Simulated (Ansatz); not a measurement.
# Redistribution: C2H4FI + C4H9I → C2H3FI2 + C4H10

Gas-phase species: C2H4FI `FCCI`, singlet; C4H9I (tert-butyl iodide) `CC(C)(C)I`, singlet; C2H3FI2 `FC(I)CI`, singlet; C4H10 `CC(C)C`, singlet. The partners trade H for I; both sit on C, so the bond types are kept.

Shapes, held fixed at every level: PBE0-D4/def2-TZVP. Flexible molecules stand in one conformer, not always the lowest. Programs: Ansatz 0.2.0. The zero-point and thermal change to 298 K, harmonic and unscaled (PBE0-D4/def2-TZVP), is -1.0 kJ/mol.

(1) Estimate ΔH(298 K) of this reaction.

Answers

(1) The highest level, CCSD(T)/def2-TZVPP, gives ΔH(298 K) = +20.4 kJ/mol; the levels span +7.6 to +24.2. The column of differences is taken from that level and isn't an error. No measured value is set beside it here. For atoms past krypton def2 sets carry core potentials with scalar relativity. Outer-core shells of I are correlated, in sets that cover them unevenly.

```
             level                    kind  ΔH(298 K) (kJ/mol)  less CCSD(T)/def2-TZVPP
     HF/def2-TZVPP            Hartree–Fock               +17.7                     -2.7
  SPW92/def2-TZVPP                     LDA                +8.1                    -12.3
 PBE-D4/def2-TZVPP                     GGA                +7.6                    -12.8
PBE0-D4/def2-TZVPP           global hybrid               +12.0                     -8.4
wB97M-V/def2-TZVPP  range-separated hybrid               +15.7                     -4.7
      MP2/def2-SVP     perturbation theory               +21.1                     +0.7
    MP2/def2-TZVPP     perturbation theory               +24.2                     +3.8
CCSD(T)/def2-TZVPP   coupled cluster or CI               +20.4                      0.0
```
